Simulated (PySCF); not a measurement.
TlS⁺: frontier orbitals

PBE0 at R = 3.224 Å; Tl cc-pVDZ-PP with ECP60, S cc-pV(D+d)Z; scalar-relativistic core potentials (PySCF 2.14). State: ³Π (triplet), unpaired electrons σ ↑, π ↑, a second solution, started from another occupation. Only the outer orbitals are listed, counted within each symmetry, core potentials removing the inner ones.

| spin | orbital | occ. | ε (eV) | on Tl (%) | main shells (%) |
| --- | --- | --- | --- | --- | --- |
| α | 8σ | 1 | -17.12 | 91 | 91 Tl s |
| α | 9σ | 1 | -14.14 | 14 | 86 S p, 8 Tl s |
| α | 4π | 1 | -14.10 | 1 | 99 S p |
| α | 4π | 1 | -12.67 | 1 | 99 S p |
| α | 5π | 0 | -7.26 | 99 | 99 Tl p |
| α | 5π | 0 | -7.21 | 99 | 99 Tl p |
| α | 10σ | 0 | -6.73 | 95 | 95 Tl p |
| β | 7σ | 1 | -22.20 | 2 | 98 S s |
| β | 8σ | 1 | -16.87 | 98 | 98 Tl s |
| β | 4π | 1 | -11.88 | 2 | 98 S p |
| β | 9σ | 0 | -9.64 | 24 | 76 S p, 21 Tl p |
| β | 4π | 0 | -8.97 | 7 | 93 S p |
| β | 5π | 0 | -7.16 | 98 | 98 Tl p |

Question: Which are the highest filled and the lowest empty level, where do they sit, and how wide is the gap?

Answer: Highest filled β 4π at -11.88 eV (in %: 98 S p); lowest empty β 9σ at -9.64 eV (in %: 76 S p, 21 Tl p); the gap at PBE0 is 2.24 eV.

| Quantity | Value |
| --- | --- |
| bond order (Mayer) | 0.23 |
| ⟨S²⟩ | 2.004 |
| charge on Tl (Mulliken, basis-dependent) | 0.91 |
| charge on Tl (Löwdin, basis-dependent) | 0.85 |
| dipole moment (positive dipole points towards S; it is taken about the centre of mass and depends on that origin) | -0.58 D |

Spin–orbit coupling is left out, which matters for elements this heavy, above all for dissociation energies.
